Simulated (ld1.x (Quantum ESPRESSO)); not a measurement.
**Transferability test, RRKJ potential for Ir**

ld1.x (Quantum ESPRESSO) 7.5 input, shortened:

```
&input
   title='Ir', zed=77., rel=2, dft='PBESOL', iswitch=3,
   config='[Xe] 4f14 5d7 6s1 6p0', rel_dist='average'
 /
 &inputp
   pseudotype=2, tm=.false., lloc=0,
   nlcc=.false.
 /
3
5P  2  1   6.00   0.00  1.35  1.35  0.0
5D  3  2   7.00   0.00  1.80  1.80  0.0
5S  1  0   2.00   0.00  0.90  0.90  0.0
 &test
   configts(1)='5s2 5p6 5d7 6s1 6p0'
 /
```

Open shells are filled in proportion to 2j + 1 (rel_dist='average').

Occupied shells without a wave of their own: 6s. They enter only through the test configuration that unscreens the potential.

Energies are relative to the spin-unpolarised reference configuration 5s2 5p6 5d7 6s1 6p0; without spin polarisation the order of configurations can differ from experiment.

```csv
valence configuration,charge,ΔE all-electron (eV),error AE − PS (meV)
5s2 5p6 5d7 6s0 6p0,+2,17.501,-194
5s2 5p6 5d6 6s0 6p0,+3,48.070,-255
5s2 5p6 5d8 6s1 6p0,0,-10.270,-1.1
5s2 5p6 5d6 6s2 6p0,+1,2.301,+184
5s1 5p6 5d7 6s2 6p0,+1,94.788,+152
```

What are ΔE and the potential's error for 5s2 5p6 5d7 6s2 6p0?

ΔE = -9.937 eV all-electron; the error (AE − PS) is +133 meV.

What are ΔE and the potential's error for 5s2 5p6 5d7 6s0 6p2?

ΔE = 1.053 eV all-electron; the error (AE − PS) is -40 meV.

Levels in the configuration 5s2 5p6 5d6 6s2 6p0:

| level | all-electron (eV) | pseudo (eV) |
| --- | --- | --- |
| 5s j=1/2 | -109.258 | -109.174 |
| 5p j=1/2 | -75.981 | -75.901 |
| 5p j=3/2 | -62.217 | -62.144 |
| 5d j=3/2 | -18.374 | -18.316 |
| 5d j=5/2 | -17.023 | -16.969 |
| 6s j=1/2 | -14.702 | -14.854 |

ld1.x printed “convergence not achieved” for 6 of the counted tests; their residual had stalled under 1e-8, short of the target of 1e-14. The 6s level has no wave, so the channel is fitted at the deeper level alone: the likely source of the large errors.

A Bessel basis up to 400 Ry misses an occupied level by 0.05 Ry, so cutoffs and ghosts were not judged.
